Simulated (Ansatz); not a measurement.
Basis sets compared for K₂Na₆⁺. Charge 1, multiplicity 2. Geometry PBE0/def2-SVP. Ansatz on 4 threads of Arm Neoverse V1 on a shared host; times are rough, and most runs start from earlier orbitals.

```xyz
8

Na   -0.332   -1.818    2.819
Na   -3.558    0.653   -1.359
Na   -0.502    2.606   -1.083
Na   -1.998    1.134    1.887
Na    1.697    0.826    1.197
Na   -0.537   -0.943   -0.684
K     2.707   -3.075    0.161
K     2.523    0.616   -2.939
```

Another isomer (doublet) lies 0.06 eV lower at PBE0/def2-TZVP; other spin states weren't run for this one.

```csv
level,functions,energy (Eh),HOMO (eV),LUMO (eV),wall time
PBE/def2-SVP,138,-2171.8828,-5.38,-4.93,8.5 s
PBE0/def2-SVP,138,-2172.0651,-5.76,-4.40,20 s
```

**Question.** Estimate the rows for PBE/def2-TZVP (with forces), PBE0/def2-TZVP.

**Answer.** 
```tsv
level	functions	energy (Eh)	HOMO (eV)	LUMO (eV)	wall time
PBE/def2-TZVP (with forces)	258	-2172.3967	-5.39	-4.93	15 s
PBE0/def2-TZVP	258	-2172.5730	-5.77	-4.39	33 s
```
